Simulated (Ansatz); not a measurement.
Species: sum formula Si2H4Cl2, charge 0, multiplicity 1. 
Coordinates optimised at B3LYP-D3(BJ)/def2-TZVP (Ansatz, a program for electronic structure):
SMILES: [SiH3][SiH](Cl)Cl
```xyz
8

Si    -2.1276    -0.0442     0.0331
Si     0.1597    -0.2006     0.4945
Cl     1.0025     1.6815     0.3739
Cl     1.0474    -1.4343    -0.9045
H     -2.7346    -1.3933     0.1085
H     -2.2943     0.5118    -1.3280
H     -2.7669     0.8478     1.0280
H      0.4980    -0.7415     1.8249
```
Charge 0, spin multiplicity 1.

Dipole moments at this geometry, in debye (magnitudes).

```json
[
 {"level": "SVWN5/def2-TZVPD", "program": "Ansatz", "dipole (D)": "1.59"},
 {"level": "PBE/def2-TZVPD", "program": "Ansatz", "dipole (D)": "1.52"},
 {"level": "BLYP/def2-TZVPD", "program": "Ansatz", "dipole (D)": "1.54"},
 {"level": "revPBE/def2-TZVPD", "program": "Ansatz", "dipole (D)": "1.50"},
 {"level": "r2SCAN/def2-TZVPD", "program": "Ansatz", "dipole (D)": "1.56"},
 {"level": "B97M-V/def2-TZVPD", "program": "Ansatz", "dipole (D)": "1.43"},
 {"level": "PBE0/def2-TZVPD", "program": "Ansatz", "dipole (D)": "1.63"},
 {"level": "r2SCAN0/def2-TZVPD", "program": "Ansatz", "dipole (D)": "1.65"},
 {"level": "HSE06/def2-TZVPD", "program": "Ansatz", "dipole (D)": "1.63"},
 {"level": "CAM-B3LYP/def2-TZVPD", "program": "Ansatz", "dipole (D)": "1.71"},
 {"level": "LC-wPBE/def2-TZVPD", "program": "Ansatz", "dipole (D)": "1.72"},
 {"level": "wB97X-V/def2-TZVPD", "program": "Ansatz", "dipole (D)": "1.69"},
 {"level": "CCSD(T)/aug-cc-pV(D+d)Z", "program": "Ansatz", "dipole (D)": "1.62"}
]
```
